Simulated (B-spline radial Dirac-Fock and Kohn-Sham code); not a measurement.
# Binding energies of Sm²²⁺ at several levels of theory

System: Sm²²⁺, [Kr] 4d4.

The density-functional columns are spherical, spin-unpolarised Dirac-Kohn-Sham results without Breit or QED terms: −ε is minus the orbital energy of the initial state and ΔSCF the difference of two total energies. The reference in the last column comes from ΔSCF Dirac-Fock with Breit, self-energy and vacuum polarisation, finite nucleus, configuration average. All numbers are from a B-spline atomic structure program, in eV; a selection of levels is shown. The Kohn-Sham columns are given as differences from the reference. For the 1s level of heavy atoms much of the gap between ΔSCF and the reference is the Breit and QED part, -194.7 eV here; for other levels the error of the functional can be larger.

| level | LDA −ε − DF | LDA ΔSCF − DF | Dirac-Fock |
| --- | --- | --- | --- |
| K | -274.7 | +181.8 | 47496.4 |
| L1 | -154.6 | -58.3 | 8405.4 |
| L2 | -118.0 | -0.5 | 7976.1 |
| L3 | -124.4 | -16.4 | 7380.2 |
| M1 | -83.4 | -43.8 | 2374.4 |
| M2 | -68.8 | -27.6 | 2191.3 |
| M3 | -67.7 | -28.3 | 2066.7 |
| M4 | -46.4 | -2.3 | 1753.5 |
| M5 | -47.0 | -3.6 | 1727.2 |
| N1 | -33.7 | -13.1 | 930.7 |
| N2 | -23.1 | -2.6 | 852.7 |
| N3 | -23.3 | -3.5 | 820.0 |
| N4,5 | -17.5 | +2.1 | 697.8 |

Values without a named source are computed, but for edge energies of neutral atoms, which are taken from tables.
